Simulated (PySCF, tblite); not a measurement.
Isomers of C6H8F2O. Level: GFN2-xTB in tblite, geometry and Hessian alike; calculated harmonic values, unscaled, isolated species. Against measured fundamentals such values can be off by several per cent, at times by over 20. One conformer each.

Electronic energies: PBE0/pcSseg-1 single points on the GFN2-xTB geometries (PySCF, gas phase).

| SMILES | electronic energy, lowest = 0 (kJ/mol) |
| --- | --- |
| FC[C@@H]1COC=C[C@H]1F | 45.8 |
| COC[C@@H](F)C1=C[C@H]1F | 261.2 |
| COC[C@@H](F)C1=C[C@@H]1F | 266.5 |
| C=C/C=C(/OC)C(F)F | 115.5 |
| C=CC[C@@](C)(F)C(=O)F | 0.0 |
| C=C/C=C(\OC)C(F)F | 127.1 |
| C/C(=C\C(F)F)CC=O | 45.7 |

Q: How do GFN2-xTB zero-point energies change the relative energies?

A: 
```csv
SMILES,ZPE (kJ/mol),of it from modes above 1550 cm⁻¹,electronic (kJ/mol),"with ZPE, lowest = 0 (kJ/mol)",lowest mode (cm⁻¹),rings
C=CC[C@@](C)(F)C(=O)F,333.6,167.7,0.0,0.0,47,0
C/C(=C\C(F)F)CC=O,332.4,163.2,45.7,44.4,36,0
FC[C@@H]1COC=C[C@H]1F,343.7,153.0,45.8,55.8,90,1
C=C/C=C(/OC)C(F)F,333.5,165.1,115.5,115.4,58,0
C=C/C=C(\OC)C(F)F,332.1,164.8,127.1,125.6,28,0
COC[C@@H](F)C1=C[C@H]1F,331.7,153.4,261.2,259.3,40,1
COC[C@@H](F)C1=C[C@@H]1F,332.6,154.2,266.5,265.4,35,1
```

The zero-point energies span 12.0 kJ/mol, from `COC[C@@H](F)C1=C[C@H]1F` to `FC[C@@H]1COC=C[C@H]1F`. The order is unchanged.

Q: And how do the electronic energies of GFN2-xTB itself compare?

A: `C=CC[C@@](C)(F)C(=O)F` 62.6; `C/C(=C\C(F)F)CC=O` 85.8; `FC[C@@H]1COC=C[C@H]1F` 0.0; `C=C/C=C(/OC)C(F)F` 114.9; `C=C/C=C(\OC)C(F)F` 128.3; `COC[C@@H](F)C1=C[C@H]1F` 241.7; `COC[C@@H](F)C1=C[C@@H]1F` 237.2 kJ/mol, lowest = 0. Against the energies above, taken from the same isomer `C=CC[C@@](C)(F)C(=O)F`, the largest difference is 108.4 kJ/mol.

Q: What do entropy and thermal enthalpy add at 298.15 K and 1 bar (rigid rotor, harmonic oscillator, one conformer each)?

A: 
```
                  SMILES  point group  symmetry number  S (J/(mol K))  H − H(0) (kJ/mol)  ZPE + H − H(0) − TS (kJ/mol)
   C=CC[C@@](C)(F)C(=O)F           C1                1          418.9              29.24                         238.0
       C/C(=C\C(F)F)CC=O           C1                1          427.3              29.40                         234.4
   FC[C@@H]1COC=C[C@H]1F           C1                1          375.9              24.24                         255.9
       C=C/C=C(/OC)C(F)F           Cs                1          409.6              28.62                         240.0
       C=C/C=C(\OC)C(F)F           C1                1          424.0              29.35                         235.0
 COC[C@@H](F)C1=C[C@H]1F           C1                1          423.2              28.83                         234.4
COC[C@@H](F)C1=C[C@@H]1F           C1                1          418.1              28.52                         236.5
```
